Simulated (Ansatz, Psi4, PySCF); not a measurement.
thionyl fluoride (F$_{2}$OS), singlet, at a GFN2-xTB geometry, atoms displaced at random by about 0.08 Å a coordinate. Base run: PySCF with R2SCAN/6-31G, gradient.

PySCF was given this input:
```python
from pyscf import gto, scf, dft

mol = gto.Mole()
mol.atom = '''
    O     1.34861888   -0.14051608   -0.29018884
    S     0.13095871   -0.01702321    0.48546425
    F    -0.70236892    1.27028697   -0.28602394
    F    -0.73755288   -1.19872299   -0.02640818
'''
mol.basis = '6-31g'
mol.verbose = 4
mol.build()

mf = dft.RKS(mol)
mf.xc = 'r2scan'
mf.kernel()
g = mf.nuc_grad_method()
grad = g.kernel()
```

Programs used: Ansatz (a quantum-chemistry and plane-wave program), Psi4, PySCF; a row that names a program was run with it.

The coordinate followed is z of atom 2.

Each row names what was changed in the base input (with any setting that the change needs).

```csv
change,dE/dx (Eh/bohr),net force (Eh/bohr)
base,-0.151514,0.001527
grids.level = 5; grid_response = off,-0.150841,0.000127
finite difference step (bohr) = 0.01; conv_tol = 1e-11,-0.150698,-
code = psi4,-0.148302,0.003378
grids.level = 0; grid_response = on,-0.150712,0.000000
density fitting = on,-0.151515,0.001527
conv_tol = 1e-6,-0.151483,0.001528
grids.level = 5; grid_response = on,-0.150659,0.000000
grids.level = 1; grid_response = on,-0.150861,0.000000
finite difference step (bohr) = 0.05; conv_tol = 1e-11,-0.150742,-
grids.level = 1; grid_response = off,-0.152224,0.006953
code = ansatz,-0.150648,0.000000
```

The net force is zero for an exact gradient.
